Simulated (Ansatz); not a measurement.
Born–Oppenheimer molecular dynamics of CH4ClFSSi (9 atoms, charge 0, multiplicity 1). It starts at the highest image of a converged band. Of that band: Neighbouring images differ by up to 2.3 eV, so the band resolves the path poorly. A vibrational analysis at the climbing image gives one clearly imaginary mode, 887i cm⁻¹: a first-order saddle point.

These are results of Ansatz 0.2.0, UKS PBE/def2-SVP, not measurements.

```yaml
ensemble: NVE (velocity Verlet)
time_step: 0.5 fs
steps_asked: 183
starting_velocities_drawn_for: 300 K
seed: 10612
```

First frame:

```xyz
9
Properties=species:S:1:pos:R:3
F 1.764 -0.552 0.886
C 0.993 0.187 0.032
S 0.432 -0.631 -1.723
Si -0.950 -0.227 0.248
Cl -2.436 0.845 -0.756
H 1.576 0.399 -0.976
H 0.978 1.275 0.278
H -1.154 -1.702 0.354
H -1.115 0.361 1.639
```

(1) How far do the bonds stretch over the last three quarters of this one trajectory? (Pairs bonded in most of those frames.)

Answers

(1) 
```tsv
bond	mean (Å)	spread (Å)	shortest	longest
F1–C2	1.400	0.044	1.32	1.47
C2–S3	1.896	0.089	1.74	2.03
C2–H6	1.132	0.050	1.04	1.25
C2–H7	1.128	0.024	1.08	1.20
S3–Si4	2.234	0.143	2.03	2.47
Si4–Cl5	2.080	0.034	2.03	2.14
Si4–H8	1.512	0.022	1.48	1.56
Si4–H9	1.512	0.021	1.48	1.57
```

Mean temperature of the second half: 2583 K. The conserved energy stayed within 0.22 meV per atom of its start (net change 0.072 meV per atom), so the integration is sound. The system heated up, since it started high on the potential surface and ran downhill. A run of 0.091 ps of so small a system gives no equilibrium averages. The orbitals stay closed-shell, which can raise the energy where a bond breaks towards radicals; this wasn't checked here.

Run time: 9.2 min on 2 threads of Arm Neoverse V2, on a shared host, peak memory 0.17 GiB.
